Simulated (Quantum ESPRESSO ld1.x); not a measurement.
Results of a calculation; reference values are marked as such.
Problem. These are the eigenvalues of the occupied orbitals of an atom or ion with whole-number occupations (eV). Code: ld1.x of Quantum ESPRESSO 7.5. Model: scalar-relativistic Kohn-Sham, LDA (Slater exchange, Perdew-Wang correlation), spin-polarised, spherical densities, point nucleus.

orbital  eigenvalue
1s         -33666.8
2s         -5793.81
2p         -5277.63
3s         -1690.00
3p         -1522.25
3d         -1274.42
4s         -752.963

Which element is it, and in what charge state? The configuration may be excited. Open shells, if any, are filled with parallel spins first.

Solution. Z = 53, iodine, charge +23: I23+ in [Ar] 3d10 4s2. The list shows which subshells hold electrons but not how many an open one holds; the 1s level, -1237.2 hartree, gives Z - s = 49.7 by -(Z - s)^2/2, which with screening and relativity narrows Z to a few neighbours, and the depths of the outer levels then fix element, charge and occupations together.
